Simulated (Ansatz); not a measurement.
Ansatz (a first-principles code) input (CCSD(T)/STO-3G):

Ansatz 0.2 input:
```yaml
crystal:
  periodic: [false, false, false]
  atoms:
    - {symbol: F, position_ang: [-1.21299123, -0.50470806, 0.01613613]}
    - {symbol: S, position_ang: [-0.00574452, 0.55322190, 0.00745691]}
    - {symbol: F, position_ang: [1.22320370, -0.47879753, -0.02939285]}
basis:
  gaussian:
    orbitals: STO-3G
magnetization: {spin_polarized: false}
correlation: {method: ccsd_t, electrons: outside_noble_gas}
```

Output:

```
Functional definition: HF
integrals: 0.00 GiB planned
238 factors; integrals over basis functions are off by at most 1.2e-5 eV
mean field: 0.05 GiB planned
mean field evaluation 1: about -16030.4740 eV, gradient 1.7e1 eV
mean field evaluation 2: about -16030.5716 eV, gradient 1.7e1 eV
mean field evaluation 4: about -16032.1590 eV, gradient 1.1e0 eV
mean field evaluation 8: about -16032.1669 eV, gradient 2.6e-6 eV
mean field evaluation 16: about -16032.1669 eV, gradient 1.4e-6 eV
mean field -16032.16687120 eV, -589.1712655237 hartree, gradient 1.4e-6 eV, S^2 0.000000; 0 other end points of the search recorded, 0 dependent functions left out
7 core orbitals not correlated
reference -16032.16687120 eV, -589.1712655237 hartree; 10, 10 occupied and 2, 2 virtual orbitals, 238 factors
second order -1.53142390 eV of doubles, -0.00000000 eV of singles
coupled cluster: 0.04 GiB planned
cycle   1  -1.89382285 eV  change   -3.6e-1 eV  update   6.2e-2
cycle   2  -2.10203462 eV  change   -2.1e-1 eV  update   2.4e-2
cycle   3  -2.13024790 eV  change   -2.8e-2 eV  update   8.0e-3
cycle   4  -2.13103902 eV  change   -7.9e-4 eV  update   2.4e-3
cycle   5  -2.13108283 eV  change   -4.4e-5 eV  update   7.2e-4
cycle   6  -2.13120166 eV  change   -1.2e-4 eV  update   2.8e-4
cycle   7  -2.13110774 eV  change    9.4e-5 eV  update   1.1e-4
cycle   8  -2.13112964 eV  change   -2.2e-5 eV  update   3.7e-5
cycle   9  -2.13114613 eV  change   -1.6e-5 eV  update   1.2e-5
perturbative correction -0.04189312 eV, -0.0015395436 hartree
Total energy: -16034.33991045 eV, -589.2511232429 hartree
```
